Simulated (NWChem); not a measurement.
Species: SiHSClF2; SMILES F[Si](F)(S)Cl

```xyz
6

F     -1.3002     0.0261    -1.3002
Si    -0.3380    -0.0122    -0.0002
F     -1.2958    -0.1558     1.2993
S      0.7683     1.7947    -0.0029
Cl     0.8370    -1.6904    -0.0558
H      1.5765     1.3604     1.0058
```
Atoms are numbered in this order, from 1.

Results from NWChem. Medium grid unless said otherwise, to which SCAN and Minnesota functionals are sensitive. Structure relaxed at the PBE-D3(BJ)/def2-SVP level. Hybrids' shares of exact exchange are those that their runs print; pure functionals count as 0. The functionals differ in more than this share.

```
row                    share of exact exchange  highest occupied level (eV)
---------------------  -----------------------  ---------------------------
PBE/def2-SVP                              0.00                        -7.00
r2SCAN/def2-SVP                           0.00                        -7.43
B3LYP/def2-SVP                            0.20                     withheld
MPW1K/def2-SVP                            0.43                        -9.43
MN15/def2-SVP                             0.44                        -9.05
Hartree-Fock/def2-SVP                     1.00                       -11.46
```

Q: Fit a straight line of the last column on the one before it, predict the withheld value, and compare with the run.

A: 
1. Means of the 5 shown rows: x = 0.374, y = -8.874. Slope Σ(x − x̄)(y − ȳ)/Σ(x − x̄)² = -2.903/0.6791 = -4.274; intercept -7.276.
2. The shown rows scatter about the line by 0.209 (root mean square); the largest residual is -0.32, at MPW1K/def2-SVP.
3. At x = 0.20 (B3LYP/def2-SVP; inside the shown range) the line gives -8.13.
4. The run gives -8.04, +0.09 from the line, 0.4 times the scatter.
